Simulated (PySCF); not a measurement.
A PySCF script (with the pyscf-properties extension) for the NMR shieldings of `CB(CCO)N=C(C)C`, C6H14BNO, on a GFN2-xTB geometry:

```python
import basis_set_exchange as bse
import numpy as np
from pyscf import gto, dft
from pyscf.prop import nmr

atoms = """
C     0.346014    0.086732   -2.676483
B     0.506128    0.053467   -1.089629
C     1.937471    0.361404   -0.431835
C     1.875977    0.812031    1.024537
O     3.144778    1.126560    1.564514
N    -0.541090   -0.243260   -0.302714
C    -1.518654   -0.448816    0.440162
C    -2.385875    0.670091    0.943524
C    -1.903490   -1.831909    0.884568
H     0.405314    1.112140   -3.035823
H     1.145572   -0.464683   -3.165638
H    -0.601269   -0.323767   -3.015669
H     2.555410   -0.541123   -0.489852
H     2.456984    1.129239   -1.008571
H     1.291889    1.730625    1.113728
H     1.389396    0.037079    1.636248
H     3.731538    0.378445    1.406166
H    -3.392148    0.568994    0.539862
H    -2.452815    0.629764    2.029024
H    -1.977390    1.630567    0.642716
H    -1.237871   -2.571864    0.448935
H    -2.926847   -2.048170    0.582030
H    -1.853777   -1.899776    1.970279
"""
names = dict.fromkeys(["C", "B", "O", "N", "H"], "pcSseg-1")
basis = {el: gto.basis.parse(bse.get_basis(n, elements=[el], fmt="nwchem")) for el, n in names.items()}
mol = gto.M(atom=atoms, basis=basis, charge=0, verbose=0)
mf = dft.RKS(mol, xc="PBE0")
mf.grids.level = 2
mf.grids.alignment = dft.numint.BLKSIZE   # the property module wants whole blocks of grid points
mf.conv_tol = 1e-9
mf.kernel()

calc = nmr.RKS(mf)   # GIAO
C = mf.mo_coeff
Co = C[:, mf.mo_occ > 0]
resp = mf.gen_response(singlet=True, hermi=2)
def vind(x):   # induced exchange potential for any number of trial vectors
    d = np.einsum("pi,xij,qj->xpq", C, 2 * x.reshape(-1, C.shape[1], Co.shape[1]), Co, optimize=True)
    return np.einsum("xpq,pi,qj->xij", resp(d - d.transpose(0, 2, 1)), C, Co, optimize=True).ravel()
mo1, _ = nmr.rhf.solve_mo1(calc, with_cphf=vind)
sigma = calc.kernel(mo1)
for i, s in enumerate(sigma):   # ppm
    print("%2d %-2s %9.2f" % (i, mol.atom_pure_symbol(i), np.trace(s) / 3))
```

Task: What does it print?

Result: 
```
 0 C     182.38
 1 B      75.18
 2 C     157.64
 3 C     120.16
 4 O     280.24
 5 N    -117.87
 6 C      31.87
 7 C     156.89
 8 C     157.63
 9 H      31.25
10 H      31.34
11 H      31.55
12 H      30.80
13 H      30.39
14 H      28.14
15 H      27.90
16 H      32.11
17 H      29.57
18 H      29.66
19 H      29.97
20 H      29.89
21 H      29.64
22 H      29.64
```

These numbers come from an equivalent density-fitted implementation of the same equations, which agrees with the script to about 0.01 ppm for H and up to a few tenths of a ppm for heavy atoms, so last digits may differ.

Size and cost of the density-fitted run: 223 basis functions, 110 s wall time on 1 thread of an Arm Neoverse N1, shared host; peak memory 1.1 GiB.
